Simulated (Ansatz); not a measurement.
PBE exchange is replaced step by step with exact exchange (0 % is PBE, 25 % PBE0; no dispersion term), basis def2-SVP, Ansatz. System: Cr(NH2)3 (CrN₃H₆). Charge 0, multiplicity 4. Geometry: r2SCAN-D4/def2-SVP.

Geometry of the quartet:

Cartesian coordinates in Å:
```
Cr 0.000 0.000 0.000
N 0.717 1.676 0.202
H 0.187 2.546 0.227
H 1.709 1.885 0.308
N 0.085 -1.206 1.379
H 0.626 -2.070 1.375
H -0.402 -1.120 2.270
N -0.801 -0.470 -1.581
H -0.324 -0.579 -2.475
H -1.794 -0.663 -1.706
```

HOMO and LUMO are taken over both spins.

```tsv
exact exchange (%)	HOMO (eV)	LUMO (eV)	gap (eV)	⟨S²⟩
0	-4.31	-1.69	2.63	3.803
10	-4.94	-1.16	3.78	3.812
15	-5.18	-1.00	4.18	3.816
25	-5.66	-0.65	5.00	3.823
40	-6.41	-0.11	6.30	3.829
```
